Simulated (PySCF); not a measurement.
2-fluoropyrimidine, C4H3FN2.
SMILES: `Fc1ncccn1`

Theory: PBE0/def2-SVPD in PySCF (dipole) on a GFN2-xTB geometry, gas phase.

Take the most abundant isotopes and a rigid rotor. 

Q: What are A, B and C (cm⁻¹)?

A: Ia = 81.83, Ib = 177.64, Ic = 259.47 u·Å²; 505379 MHz·u·Å²/I gives 6176, 2845 and 1948 MHz, that is A = 0.20601, B = 0.09490, C = 0.06497 cm⁻¹.

Q: Classify the top.

A: An asymmetric top: κ = (2 × 2845 − 6176 − 1948)/(6176 − 1948) = -0.58.

Q: What does the inertial defect say?

A: Planar: Δ = Ic − Ia − Ib = 0.00 u·Å². For a rigid frame Δ = −2 Σ m c², so it vanishes when all atoms lie in the ab plane; here none is more than 0.01 Å from it.

Q: Which lines would a microwave search look for?

A: The dipole components are |μa| = 3.90 D, |μb| = 0.00 D, |μc| = 0.00 D; the symmetry axis of this C2v structure is a, so μb and μc vanish by symmetry and there are no b-type or c-type lines. Some lines, for components of 0.1 D or more:

```json
{"type": "a", "branch": "Q", "J(Ka,Kc)": "3(2,1) ← 3(2,2)", "MHz": "760", "lower level (cm⁻¹)": "1.464"}
{"type": "a", "branch": "Q", "J(Ka,Kc)": "2(1,1) ← 2(1,2)", "MHz": "2692", "lower level (cm⁻¹)": "0.561"}
{"type": "a", "branch": "R", "J(Ka,Kc)": "1(0,1) ← 0(0,0)", "MHz": "4793", "lower level (cm⁻¹)": "0.000"}
{"type": "a", "branch": "Q", "J(Ka,Kc)": "3(1,2) ← 3(1,3)", "MHz": "5365", "lower level (cm⁻¹)": "0.992"}
{"type": "a", "branch": "Q", "J(Ka,Kc)": "4(1,3) ← 4(1,4)", "MHz": "8850", "lower level (cm⁻¹)": "1.563"}
{"type": "a", "branch": "R", "J(Ka,Kc)": "2(0,2) ← 1(0,1)", "MHz": "9427", "lower level (cm⁻¹)": "0.160"}
{"type": "a", "branch": "R", "J(Ka,Kc)": "3(0,3) ← 2(0,2)", "MHz": "13776", "lower level (cm⁻¹)": "0.474"}
{"type": "a", "branch": "R", "J(Ka,Kc)": "3(2,2) ← 2(2,1)", "MHz": "14378", "lower level (cm⁻¹)": "0.984"}
{"type": "a", "branch": "R", "J(Ka,Kc)": "3(2,1) ← 2(2,0)", "MHz": "14980", "lower level (cm⁻¹)": "0.989"}
{"type": "a", "branch": "R", "J(Ka,Kc)": "3(1,2) ← 2(1,1)", "MHz": "15615", "lower level (cm⁻¹)": "0.651"}
{"type": "a", "branch": "R", "J(Ka,Kc)": "4(1,4) ← 3(1,3)", "MHz": "17106", "lower level (cm⁻¹)": "0.992"}
{"type": "a", "branch": "R", "J(Ka,Kc)": "4(0,4) ← 3(0,3)", "MHz": "17818", "lower level (cm⁻¹)": "0.934"}
{"type": "a", "branch": "R", "J(Ka,Kc)": "4(3,2) ← 3(3,1)", "MHz": "19441", "lower level (cm⁻¹)": "2.097"}
{"type": "a", "branch": "R", "J(Ka,Kc)": "4(3,1) ← 3(3,0)", "MHz": "19545", "lower level (cm⁻¹)": "2.098"}
{"type": "a", "branch": "R", "J(Ka,Kc)": "4(1,3) ← 3(1,2)", "MHz": "20591", "lower level (cm⁻¹)": "1.171"}
{"type": "a", "branch": "R", "J(Ka,Kc)": "5(0,5) ← 4(0,4)", "MHz": "21672", "lower level (cm⁻¹)": "1.528"}
{"type": "a", "branch": "R", "J(Ka,Kc)": "5(2,4) ← 4(2,3)", "MHz": "23613", "lower level (cm⁻¹)": "2.099"}
{"type": "a", "branch": "R", "J(Ka,Kc)": "5(4,1) ← 4(4,0)", "MHz": "24327", "lower level (cm⁻¹)": "3.620"}
{"type": "a", "branch": "R", "J(Ka,Kc)": "5(3,3) ← 4(3,2)", "MHz": "24347", "lower level (cm⁻¹)": "2.745"}
{"type": "a", "branch": "R", "J(Ka,Kc)": "5(3,2) ← 4(3,1)", "MHz": "24695", "lower level (cm⁻¹)": "2.750"}
{"type": "a", "branch": "R", "J(Ka,Kc)": "5(1,4) ← 4(1,3)", "MHz": "25325", "lower level (cm⁻¹)": "1.858"}
```

Q: Estimate the classical rotational partition function at 10 K, 200 K and 500 K.

A: Point group C2v, symmetry number σ = 2; q = (√π/σ)·√((kT/h)³/(ABC)), k/h = 20836.6 MHz/K: 456 at 10 K, 40800 at 200 K, 161000 at 500 K.

No frequency check. Zero-point vibration and centrifugal distortion are left out. Quadrupole hyperfine structure (14N) is left out.
